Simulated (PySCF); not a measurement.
Correlation energy of Sc+ (scandium, charge +1)

[Ar] 4s2, closed-shell 1S (an excited configuration). Calculation: PySCF 2.14, in aug-cc-pVDZ-DK; the spin-free X2C one-electron Hamiltonian (Gaussian nucleus). Frozen: [Ar]; 2 electrons correlated.

With two correlated electrons CCSD is exact within the correlated space (frozen core and kept virtual orbitals).

```csv
level,correlation energy (mhartree)
CCSD,-33.46
```

Diagnostics: T1 = 0.0090, D1 = 0.0127, largest double amplitude 0.111.

Cost of the coupled-cluster step: of the order of 0.3 core-seconds, for 2 correlated electrons.

Iterations:

```
CC2 = 0
CCSD nocc = 1, nmo = 50
frozen orbitals [0, 1, 2, 3, 4, 5, 6, 7, 8]
max_cycle = 100
direct = 0
conv_tol = 1e-08
conv_tol_normt = 1e-06
diis_space = 8
diis_start_cycle = 0
Init t2, MP2 energy = -763.027368552482  E_corr(MP2) -0.0222684897956238
Init E_corr(CCSD) = -0.0222684897986606
cycle = 1  E_corr(CCSD) = -0.0282031218295444  dE = -0.00593463203  norm(t1,t2) = 0.0573108
cycle = 2  E_corr(CCSD) = -0.03058744550203  dE = -0.00238432367  norm(t1,t2) = 0.029691
cycle = 3  E_corr(CCSD) = -0.0330312469542562  dE = -0.00244380145  norm(t1,t2) = 0.018083
cycle = 4  E_corr(CCSD) = -0.0332663204304436  dE = -0.000235073476  norm(t1,t2) = 0.00830583
cycle = 5  E_corr(CCSD) = -0.033515104887044  dE = -0.000248784457  norm(t1,t2) = 0.00273403
cycle = 6  E_corr(CCSD) = -0.0334386655395336  dE = 7.64393475e-05  norm(t1,t2) = 0.000419747
cycle = 7  E_corr(CCSD) = -0.0334667832285993  dE = -2.81176891e-05  norm(t1,t2) = 0.000174257
cycle = 8  E_corr(CCSD) = -0.0334667015642875  dE = 8.16643118e-08  norm(t1,t2) = 5.0472e-05
cycle = 9  E_corr(CCSD) = -0.0334636983528988  dE = 3.00321139e-06  norm(t1,t2) = 1.4548e-05
cycle = 10  E_corr(CCSD) = -0.0334645798837511  dE = -8.81530852e-07  norm(t1,t2) = 5.68739e-06
cycle = 11  E_corr(CCSD) = -0.0334645471011258  dE = 3.27826253e-08  norm(t1,t2) = 1.031e-06
cycle = 12  E_corr(CCSD) = -0.0334645288981902  dE = 1.82029355e-08  norm(t1,t2) = 3.24526e-07
cycle = 13  E_corr(CCSD) = -0.0334645323323185  dE = -3.4341283e-09  norm(t1,t2) = 7.59635e-08
CCSD converged
E(CCSD) = -763.0385645950191  E_corr = -0.03346453233231853
```
